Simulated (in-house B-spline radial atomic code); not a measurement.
Values are calculated unless marked as measured or tabulated.
**Correlation energy from the adiabatic connection: −Z/r, Z = 3.79, wall at 1.42 bohr**

Two electrons in a singlet, external potential −Z/r, Z = 3.79, wall at 1.42 bohr (atomic units). Full CI in B-splines (partial waves to l = 8, correlation up to 0.6 % small) with the density held fixed gives W(λ) = <V_ee>_λ − U, and E_c is the integral of W(λ) − W(0) from 0 to 1.

| λ | W(λ) − W(0) (hartree) |
| --- | --- |
| 0 | 0.00000 |
| 0.02 | -0.00186 |
| 0.05 | -0.00464 |
| 0.12 | -0.01105 |
| 0.25 | -0.02271 |
| 0.4 | -0.03580 |
| 0.6 | -0.05264 |
| 0.8 | -0.06884 |
| 1 | -0.08443 |

Integrate the table by the trapezoid rule.

The strips give -0.00002, -0.00010, -0.00055, -0.00219, -0.00439, -0.00884, -0.01215, -0.01533, which sum to -0.04357 hartree. The direct value, W(1) − W(0) + T_c with T_c = 0.04083, is -0.04361; the curve is convex, so chords lie above it and the trapezoids fall short in size by 0.09 %.

Now use only three numbers: W(0) = -2.2322, the initial slope W'(0) = -0.0932 (extrapolated from the first points) and the strong-coupling limit of the point-charge-plus-continuum model, W∞ = -3.0586. What do second-order theory and the interpolation W(λ) = W∞ + (W(0) − W∞)/√(1 + 2χλ) of Seidl, Perdew and Levy give?

Second order keeps the slope alone: E_c = W'(0)/2 = -0.04660, +7 % in size against -0.04361. Matching the slope fixes χ = W'(0)/(W∞ − W(0)) = -0.0932/(-0.82640) = 0.11278. Integrating, with s = √(1 + 2χ) = 1.107049, E_c = −(W(0) − W∞)(s − 1)/(s + 1) = −0.82640 × 0.107049/2.107049 = -0.04199 hartree, -3.7 % in size against the full result. At λ = 1 the formula gives W − W(0) = -0.07991 against -0.08443. Part of the miss can come from the model's W∞.
